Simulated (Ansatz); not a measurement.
W(NH)(F)3(Cl) (ClF3HNW), SMILES [NH]=[W]([F])([F])([F])[Cl], multiplicity 1.

Coordinates come from a B3LYP-D3(BJ)/def2-SVP optimisation. The spin state was assumed, not searched. The structure was generated by enumeration; whether it is a known compound was not checked. The def2 effective core potentials stand for the cores of W; spin–orbit coupling is left out.

Two levels are set side by side: PBE/def2-SVPD (Ansatz, an electronic-structure program) and CAM-B3LYP/def2-SVPD (Ansatz). Energy differences of separate SCF runs at the same geometry; the states with an electron removed or added have multiplicity 2 and 2. Differences are taken from unrounded values.

```json
[
 {"quantity": "vertical ionisation energy (eV)", "CAM-B3LYP": "11.85"},
 {"quantity": "vertical electron affinity (eV)", "CAM-B3LYP": "2.34"},
 {"quantity": "vertical singlet–triplet gap (eV)", "CAM-B3LYP": "3.60"}
]
```

**Question.** What does PBE give, and how far is it from CAM-B3LYP? (The exact figures need the calculation; the answer reports its results.)

**Answer.** 
```json
[
 {"quantity": "vertical ionisation energy (eV)", "PBE": "11.27", "PBE minus CAM-B3LYP": "-0.57"},
 {"quantity": "vertical electron affinity (eV)", "PBE": "1.61", "PBE minus CAM-B3LYP": "-0.74"},
 {"quantity": "vertical singlet–triplet gap (eV)", "PBE": "3.77", "PBE minus CAM-B3LYP": "0.17"}
]
```
